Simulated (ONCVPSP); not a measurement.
Configuration tests for Pm (Z = 61) (ONCV)

promethium (Pm), optimised norm-conserving Vanderbilt (ONCV), made with ONCVPSP 4.0.1 (LDA (Perdew-Zunger), scalar-relativistic). Core [Kr] 4d10 4f4, reference 5s2 5p6 5d1 6s2. Waves: 5s+6s: rc 2.25 bohr, ncon 3, nbas 6, qcut 5.1 1/bohr, 2 projectors; 5p: rc 2.60 bohr, ncon 4, nbas 8, qcut 5.5 1/bohr, 2 projectors, debl 3.8 Ha; 5d: rc 2.90 bohr, ncon 4, nbas 9, qcut 4.6 1/bohr, 3 projectors, debl 4 Ha. Local part: polynomial inside 1.65 bohr (lpopt 5, dvloc0 0 Ha). Core correction: none.

Energies are relative to the spin-unpolarised reference configuration 5s2 5p6 5d1 6s2; without spin polarisation the order of configurations can differ from experiment.

Question: Give the all-electron excitation energy and the error of the potential for: 5s2 5p6 5d1 6s1; 5s2 5p6 5d1 6s0; 5s2 5p6 5d0 6s0; 5s1 5p6 5d1 6s2.

Answer:

```
valence configuration  charge  ΔE all-electron (eV)  error AE − PS (meV)
      5s2 5p6 5d1 6s1      +1                 6.566                 -1.0
      5s2 5p6 5d1 6s0      +2                18.440                 +0.1
      5s2 5p6 5d0 6s0      +3                38.238                  -38
      5s1 5p6 5d1 6s2      +1                50.749                 -332
```

Note: no bound ghost flagged; GHOST(+) flagged for s at 78.8 eV.
